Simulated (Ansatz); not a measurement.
Molecule: CH₂N, charge 0, multiplicity 2. It need not be the lowest isomer of its formula. 
Geometry from a B3LYP-D3(BJ)/def2-TZVP (Ansatz, a quantum-chemistry and plane-wave program) optimisation:
```xyz
4

C     -0.6279     0.1446     0.0221
N      0.4930    -0.3265    -0.0316
H     -1.0237     1.1662     0.0980
H      1.3407     0.2518    -0.0099
```
Charge 0, spin multiplicity 2.

Basis-set convergence of Hartree-Fock and MP2 correlation energies (hartree) with Ansatz. Cores are frozen in the correlated levels unless marked. Open shells are spin-unrestricted. No spin-orbit coupling. No relativistic terms.

| basis | functions | E(HF) | E(corr, MP2) |
|---|---|---|---|
| def2-SVPD | 56 | -93.33004 | -0.28226 |
| def2-TZVPPD | 108 | -93.43566 | -0.33341 |
| def2-QZVPPD | 192 | -93.43958 | -0.35554 |

Extrapolating the two largest sets (X = 3 and 4) as X^-3: E(corr) = (64·(-0.35554) - 27·(-0.33341))/37 = -0.3717 Eh, an estimate of the basis-set limit. The largest set recovers 95.7 % of it, the smallest 75.9 %.
